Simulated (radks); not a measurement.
Values are calculated unless marked as measured or tabulated.
Neutral beryllium inside a hard spherical wall (all orbitals vanish at R), configuration held at [He] 2s2 and not refilled when levels cross. Code: a radial shooting solver on a logarithmic mesh with Libxc functionals. Model: non-relativistic Kohn-Sham, PBEsol, spin-polarised, spherical densities, point nucleus. Eigenvalues in eV for spin up, with the zero of energy where the potential of the charges vanishes at infinity; a dash marks a level that is unbound or too diffuse for the functional's potential to be trusted. A positive occupied level is held by the wall or, in an anion where self-interaction has pushed it up, behind a barrier. The pressure on the wall is -dE/dV.

R (bohr)  E (hartree)  kinetic (hartree)    e(1s)   e(2s)  e(2p, empty)  e(3s, empty)  pressure (GPa)
free        -14.53230             14.447  -105.44  -5.542        -1.969             -               0
12          -14.53229             14.447  -105.43  -5.541        -1.962         0.715        0.000240
10          -14.53216             14.449  -105.42  -5.529        -1.931         1.466         0.00416
8           -14.53065             14.461  -105.27  -5.435        -1.762         3.366          0.0731
7           -14.52681             14.486  -105.00  -5.257        -1.492         5.385           0.312
6           -14.51437             14.554  -104.35  -4.804        -0.875         9.038            1.37
5           -14.47405             14.729  -102.89  -3.662         0.533        16.150            6.44
3.5         -14.17453             15.661  -97.097   2.566         7.052        45.834            86.4
3           -13.84710             16.505  -93.128   8.435        12.408        69.711             239
2.5         -13.15224             18.116  -87.024  20.070        21.958        112.30             760
2           -11.51437             21.526  -77.039  46.072        40.798        196.56            2960
